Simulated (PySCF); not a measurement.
**Relaxation of sextet H₂CoO**

All numbers come from UPBE0 in PySCF with Co def2-TZVP, O def2-TZVP, H def2-TZVP; no relativity; density-fitted integrals. A (50,194) grid was used.

A hand-made trigonal planar start, of C2v symmetry, held to at least that symmetry:

```xyz
4
charge 0 multiplicity 6, angstrom
Co    0.3139    0.0000    0.0000
O    -1.2861    0.0000    0.0000
H     1.0289   -1.2384    0.0000
H     1.0289    1.2384    0.0000
```

Task: What forces act on the atoms at the start (eV/Å)?

Result: 
```tsv
atom	Fx	Fy	Fz
Co1	1.93	0.00	0.00
O2	-4.25	0.00	0.00
H3	1.16	-2.66	0.00
H4	1.16	2.66	0.00
```

Task: What does it relax to?

Result: It ends at C2v with Co–H 1.595 Å (×2), Co–O 1.751 Å; H–Co–H 132.0°, H–Co–O 114.0° (×2). A frequency run shows 1 imaginary mode, down to 285i cm⁻¹, so it is a saddle point. Other isomers or separated fragments may lie lower.

Task: How much energy is released, and in how many steps?

Result: 71.8 kJ/mol in 10 steps.

With open d or f shells other occupations or spin states may lie lower. At this level a quartet minimum of C2v symmetry lies 200 kJ/mol below this structure.

The relaxation took 14 s on 4 threads of a shared Arm Neoverse V1 host, with 88 basis functions and 11 gradients; the process peaked at 0.66 GiB.
